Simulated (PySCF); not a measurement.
BrGeH₂N, neutral, multiplicity 1. Atoms are numbered in the order given.

```xyz
5

Ge     0.4801    -0.9831     0.0000
Br    -0.0947     1.3215     0.0000
N     -1.2226    -1.5987     0.0000
H     -2.0525    -1.0119     0.0000
H     -1.4371    -2.5916     0.0000
```
Charge 0, spin multiplicity 1.

Coordinates come from a PBE0-D3(BJ)/def2-SVP optimisation. One conformer was computed; it need not be the lowest.

These are PySCF 2.14.0 with PBE0-D3(BJ)/def2-SVP values and carry that method's errors.

Frequencies are harmonic and unscaled.

Computed normal modes with their intensities:
```
mode  ν (cm⁻¹)  IR (km/mol)  Raman (Å⁴/amu)  depolarisation  moving atoms (share of kinetic energy)
----  --------  -----------  --------------  --------------  --------------------------------------
1          191          1.6             3.1            0.64        N 52 %, H 22 %, Br 15 %, Ge 11 %
2          275         37.0             7.5            0.36                        Ge 52 %, Br 46 %
3          455        163.5             2.7            0.75                          H 85 %, N 15 %
4          513         51.2             1.9            0.75                                  H 95 %
5          700         41.8             8.0            0.33                          H 50 %, N 42 %
6          733         49.8            11.7            0.30                 N 45 %, H 43 %, Ge 12 %
7         1506         44.5             4.1            0.67                          H 89 %, N 11 %
8         3573         40.8           175.7            0.16                                  H 96 %
9         3697         46.7            81.9            0.71                           H 91 %, N 9 %
```
